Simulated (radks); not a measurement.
The numbers below are computed, except where a source is named.
Problem. All-electron atom: Sr16+ in [Ar] 3d4 (the NIST ground configuration). Level of theory: Dirac Kohn-Sham, LB94 model potential, spin-unpolarised, spherical densities, finite nucleus; open shells fill j = l - 1/2 first; Fermi nuclear charge, rms radius 4.224 fm (a radial shooting solver on a logarithmic mesh with Libxc functionals). Some entries of the table are withheld. Estimate them.

| orbital | occ. | eigenvalue (eV) | <1/r> (bohr^-1) |
|---|---|---|---|
| 1s1/2 | 2 | (1) | 39.04 |
| 2s1/2 | 2 | -2713.918 | 8.819 |
| 2p1/2 | 2 | -2523.243 | (2) |
| 2p3/2 | 4 | -2453.582 | (3) |
| 3s1/2 | 2 | -801.2893 | 3.152 |
| 3p1/2 | 2 | -732.5656 | 3.084 |
| 3p3/2 | 4 | -719.7295 | 3.002 |
| 3d3/2 | 4 | -605.0437 | 2.875 |
| 3d5/2 | 0 | -602.4489 | 2.854 |
| 4s1/2 | 0 | -373.3206 | (4) |
| 4p1/2 | 0 | -347.5774 | 1.471 |
| 4p3/2 | 0 | -343.5853 | 1.446 |

Solution. 
(1) 1s1/2 eigenvalue (eV): -16563.97
(2) 2p1/2 <1/r> (bohr^-1): 8.802
(3) 2p3/2 <1/r> (bohr^-1): 8.459
(4) 4s1/2 <1/r> (bohr^-1): 1.514
